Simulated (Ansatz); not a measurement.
Reaction (ligand exchange at a W–F bond): `[NH]=[W](=[NH])([OH])[F]` + CH₃OH → `C[O][W](=[NH])(=[NH])[OH]` + H–F

Isolated molecules relaxed with PBE0-D4/def2-TZVP in Ansatz; ΔE leaves out vibrations. CBS: MP2 limit from def2 TZ/QZ plus the TZ coupled-cluster correction, frozen cores. This one scheme is used for every species. DFT in def2-TZVPP. def2 core potentials past Kr. For W outer-core shells are correlated without core-valence functions, which leaves a few kJ/mol of doubt a bond. One conformer a species, not always the lowest.

`[NH]=[W](=[NH])([OH])[F]`:

```xyz
8

N     1.338    0.719   -0.237
W    -0.277    0.231    0.209
N    -1.175   -0.338   -1.173
O    -0.142   -1.217    1.424
F    -1.164    1.714    0.937
H     2.092    0.882   -0.887
H    -1.361   -0.578   -2.133
H     0.690   -1.412    1.861
```

CH₃OH:

Cartesian coordinates in Å:
```
C 0.310 0.123 0.125
O -0.642 -0.244 -0.846
H 1.188 0.487 -0.409
H 0.618 -0.724 0.750
H -0.049 0.929 0.778
H -1.425 -0.570 -0.398
```

`C[O][W](=[NH])(=[NH])[OH]`:

Z-matrix (Å, degrees):
```
C
W 1 3.044
O 1 1.403 2 25.6
H 1 1.094 2 86.0 3 171.2
H 1 1.094 2 123.8 3 60.8
H 1 1.094 2 116.8 3 -79.4
N 2 1.752 1 89.1 3 176.8
N 2 1.752 1 118.7 3 61.6
O 2 1.907 1 118.0 3 -73.5
H 7 1.007 2 155.5 1 -123.4
H 8 1.006 2 158.5 1 96.0
H 9 0.959 2 119.7 1 123.9
```

H–F:

```xyz
2

F    -0.149   -0.425    0.095
H     0.149    0.425   -0.095
```

Q: Is it downhill or uphill in electronic energy at CCSD(T)/CBS, and by how much? (An estimate is asked.)

A: Ansatz gave: Uphill: ΔE = +15.2 kJ/mol.

Q: What do these levels give: PBE0-D4, r2SCAN, BHLYP, CAM-B3LYP, CCSD/def2-SVP, CCSD/def2-TZVPP? (Best estimate.)

A: Computed: PBE0-D4 22.8, r2SCAN 29.6, BHLYP 30.5, CAM-B3LYP 31.7, CCSD/def2-SVP 24.2, CCSD/def2-TZVPP 18.4 kJ/mol.

Largest T1 diagnostic among the species: 0.020, so the coupled-cluster value is less sure than usual.

Leaving LDA and LC-ωPBE aside and taking each functional with its dispersion term where it has one, the values, not all of them listed here, spread over 11.9 kJ/mol, from PBE-QIDH to B97M-V. LDA lies −10.9 kJ/mol from PBE without D4. The D4 term adds −9.4 kJ/mol with B3LYP and −5.5 kJ/mol with PBE0; it sums over pairs of atoms, weighted by their polarisabilities, and B3LYP, whose exchange is more repulsive, gets the larger term. In def2-TZVPP, CCSD(T) changes the Hartree–Fock value by −18.1 kJ/mol (the triples alone add −3.5 kJ/mol) and MP2 by −23.8 kJ/mol.

B3LYP here is the variant with VWN-RPA as its local correlation; programs differ in this.
